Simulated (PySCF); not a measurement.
Positional isomers: benzothiophene cyano+silyl. Gas-phase values, no solvent. Strings in code marks are SMILES.

Method: PBE-D3(BJ)/def2-TZVP // PBE-D3(BJ)/def2-SVP in PySCF 2.14.0. Excitations are Tamm–Dancoff values on a coarser integration grid. The basis has no diffuse functions, so Rydberg states are missing or too high.

```
species                     brightest of the four lowest singlets (TDA) (eV)  HOMO–LUMO gap (eV)  S1–T1 gap (TDA) (eV)
--------------------------  ------------------------------------------------  ------------------  --------------------
`N#Cc1c([SiH3])ccc2ccsc12`                                              4.94                3.13                   [?]
`N#Cc1cc([SiH3])cc2sccc12`                                              4.91                3.19                  0.91
`N#Cc1cc2ccc([SiH3])cc2s1`                                               [?]                3.09                  1.04
`c1cc(c2sccc2c1[SiH3])C#N`                                               [?]                3.11                  0.82
```

Q: Fill in the missing entries.

A: 
- `N#Cc1c([SiH3])ccc2ccsc12`, S1–T1 gap (TDA) (eV): 0.84
- `N#Cc1cc2ccc([SiH3])cc2s1`, brightest of the four lowest singlets (TDA) (eV): 4.24
- `c1cc(c2sccc2c1[SiH3])C#N`, brightest of the four lowest singlets (TDA) (eV): 4.93
